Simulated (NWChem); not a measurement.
System meant: C$_{3}$H$_{9}$B; SMILES BCCC

NWChem input:

```
start job
memory heap 200 mb stack 900 mb global 1100 mb
geometry units angstroms noautoz
  B      0.117110    -2.133736    -0.037306
  H     -0.607394    -3.079656     0.182906
  H      1.254319    -2.354119    -0.397241
  C     -0.440873    -0.686802     0.056550
  C      0.530018     0.490126     0.056808
  C     -0.147956     1.849118    -0.030861
  H     -1.192884    -0.597286     0.862239
  H     -1.070618    -0.659491    -0.866637
  H      1.146378     0.447619     0.971687
  H      1.241074     0.373126    -0.779024
  H     -0.736907     1.943391    -0.958131
  H      0.583267     2.672105    -0.017056
  H     -0.840203     2.006465     0.812458
end
basis spherical
  * library def2-svp
end
dft
  xc xpbe96 cpbe96
  iterations 4
  mulliken
end
task dft energy
```

End of the output:

```
    Atom       Charge   Shell Charges
 -----------   ------   -------------------------------------------------------
    1 B    5     4.97   1.97  0.58  0.29  1.35  0.68  0.11
    2 H    1     1.03   0.64  0.36  0.03
    3 H    1     1.03   0.64  0.36  0.03
    4 C    6     6.11   1.96  0.59  0.30  1.93  1.27  0.07
    5 C    6     6.05   1.96  0.58  0.29  1.92  1.20  0.09
    6 C    6     6.07   1.96  0.58  0.30  1.90  1.26  0.07
    7 H    1     0.95   0.62  0.26  0.07
    8 H    1     0.92   0.60  0.25  0.07
    9 H    1     0.97   0.64  0.26  0.06
   10 H    1     0.97   0.64  0.26  0.06
   11 H    1     0.98   0.64  0.27  0.06
   12 H    1     0.97   0.64  0.27  0.06
   13 H    1     0.97   0.64  0.27  0.06

 center of mass
 --------------
 x =   0.01161140 y =  -0.09766534 z =   0.00689590

 moments of inertia (a.u.)
 ------------------
         485.033843292692           0.000000000000           0.000000000000
           0.000000000000          71.745765210078           0.000000000000
           0.000000000000           0.000000000000         521.572450649514

     Multipole analysis of the density
     ---------------------------------

     L   x y z        total         alpha         beta         nuclear
     -   - - -        -----         -----         ----         -------
     0   0 0 0     -0.000000    -16.000000    -16.000000     32.000000

     1   1 0 0     -0.131064     -0.065532     -0.065532     -0.000000
     1   0 1 0      0.291624      0.145812      0.145812     -0.000000
     1   0 0 1     -0.014578     -0.007289     -0.007289     -0.000000

     2   2 0 0    -21.308136    -32.149494    -32.149494     42.990851
     2   1 1 0      0.475374      0.320108      0.320108     -0.164842
     2   1 0 1      0.351243      0.479739      0.479739     -0.608234
     2   0 2 0    -23.659569   -152.267570   -152.267570    280.875572
     2   0 1 1      0.026121     -0.095378     -0.095378      0.216876
     2   0 0 2    -20.060853    -18.658443    -18.658443     17.256034

 ------------------------------------------------------------------------
 dft energy failed                                                                                  0
 ------------------------------------------------------------------------
 ------------------------------------------------------------------------
  current input line :
    26: task dft energy
 ------------------------------------------------------------------------
 ------------------------------------------------------------------------
 This type of error is most commonly associated with calculations not reaching convergence criteria
 ------------------------------------------------------------------------
 For more information see the NWChem manual at https://nwchemgit.github.io

0:dft energy failed:Received an Error in Communication
```

**Question.** What is wrong, and how is it mended?

**Answer.** Convergence was not reached. Cause: the SCF was allowed too few iterations. This input runs:
```
start job
memory heap 200 mb stack 900 mb global 1100 mb
geometry units angstroms noautoz
  B      0.117110    -2.133736    -0.037306
  H     -0.607394    -3.079656     0.182906
  H      1.254319    -2.354119    -0.397241
  C     -0.440873    -0.686802     0.056550
  C      0.530018     0.490126     0.056808
  C     -0.147956     1.849118    -0.030861
  H     -1.192884    -0.597286     0.862239
  H     -1.070618    -0.659491    -0.866637
  H      1.146378     0.447619     0.971687
  H      1.241074     0.373126    -0.779024
  H     -0.736907     1.943391    -0.958131
  H      0.583267     2.672105    -0.017056
  H     -0.840203     2.006465     0.812458
end
basis spherical
  * library def2-svp
end
dft
  xc xpbe96 cpbe96
  iterations 150
  mulliken
end
task dft energy
```
It converges to -144.22624 Ha (PBE/def2-SVP).
